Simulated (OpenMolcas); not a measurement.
## OpenMolcas run: Ti IV

Input:

```
&GATEWAY
Coord
1

Ti 0.0 0.0 0.0
Basis=ANO-RCC-VQZP
Group=XYZ
NoMove
AngMom=0.0 0.0 0.0
AMFI
&SEWARD
* reference wave functions (RASSCF and RASSI steps not shown): 1 electron in 10 orbitals (3d 4d)
>>> COPY JOB001 $Project.JobIph
&CASPT2
Multistate=5 1 2 3 4 5
Frozen=2 3
IPEA=0.25
Imaginary=0.1
MaxIter=60
WThr=0.0 0.3 0.05
PrWF=0.5
NoMix
```

Launched by
```bash
OMP_NUM_THREADS=1 MOLCAS_MEM=1689 MOLCAS_PROJECT=a pymolcas a.inp > a.log  # once for each step of the input, in one work folder
```

Output, cut to the results:

```
--- CASPT2 ---
Orbital specifications:
      -----------------------

      Symmetry species                           1   2
                                                ag  au
      Frozen orbitals                            2   3
      Inactive orbitals                          1   3
      Active orbitals                           10   0
      Secondary orbitals                        32  44
      Deleted orbitals                           0   0
      Number of basis functions                 45  50
Type of calculation                        MS-CASPT2
      Fock operator                              state-specific
      IPEA shift                                 0.25
      Real shift                                 0.00
      Imaginary shift                            0.10
      The input orbitals will be transformed to quasi-canonical
Reference energy:        -851.0835857648
      E2 (Non-variational):      -0.2999963798
      Shift correction:          -0.0000888238
      E2 (Variational):          -0.3000852035
      Total energy:            -851.3836709684
      Residual norm:              0.0000000708
      Reference weight:           0.95552
      Contributions to the CASPT2 correlation energy
      Active & Virtual Only:         -0.0000000000
      One Inactive Excited:          -0.0640952705
      Two Inactive Excited:          -0.2359011092
Reference energy:        -851.0835857648
      E2 (Non-variational):      -0.2999961633
      Shift correction:          -0.0000888232
      E2 (Variational):          -0.3000849864
      Total energy:            -851.3836707513
      Residual norm:              0.0000000708
      Reference weight:           0.95552
      Contributions to the CASPT2 correlation energy
      Active & Virtual Only:         -0.0000000000
      One Inactive Excited:          -0.0640950415
      Two Inactive Excited:          -0.2359011218
::    CASPT2 Root  1     Total energy:   -851.38367097
::    CASPT2 Root  2     Total energy:   -851.38367075
::    CASPT2 Root  3     Total energy:   -851.38369953
::    CASPT2 Root  4     Total energy:   -851.38368368
::    CASPT2 Root  5     Total energy:   -851.38366505
::    MS-CASPT2 Root  1     Total energy:   -851.38370704
::    MS-CASPT2 Root  2     Total energy:   -851.38368914
::    MS-CASPT2 Root  3     Total energy:   -851.38367861
::    MS-CASPT2 Root  4     Total energy:   -851.38366207
::    MS-CASPT2 Root  5     Total energy:   -851.38365311
```

Levels above the lowest, from the spin-orbit matrix with the single-state CASPT2 energies, averaged by term, on its diagonal:

```tsv
Configuration	Term	J	E (cm⁻¹)	Measured (cm⁻¹)	g	Term weight %
3d	²D	3/2	0.0	0.0	0.800	100
3d	²D	5/2	380	382	1.200	100
```

Against the measured value (Corliss and Sugar, J. Phys. Chem. Ref. Data 8, 1 (1979)): 3d ²D_5/2: computed 380, measured 382 cm⁻¹ (-0.5 %).

With one active electron outside closed inactive shells, the extra shells (4d) add no correlation to the reference. With one active electron, CASPT2 adds the correlation within the correlated inactive shells and between them and that electron, and leaves the splitting within a term as the reference gives it. Computed and measured levels are paired by configuration, term and J; levels that our copy of the source lacks, or whose pairing is in doubt (as where it misses far off the trend of its configuration), stay unpaired and out of the deviations. Levels of configurations outside the active space are missing. The first state left out of the spin-orbit step lies near 210000 cm-1 above the lowest spin-free state of the reference (among the parities and spins computed), and the list stops at four fifths of that energy or lower.

The CASPT2 steps took 8.4 s on 1 thread of Arm Neoverse V1, on a shared host; the integral step is not counted.

The term weight is that of the spin-free term in the level, not the purity of its configuration.
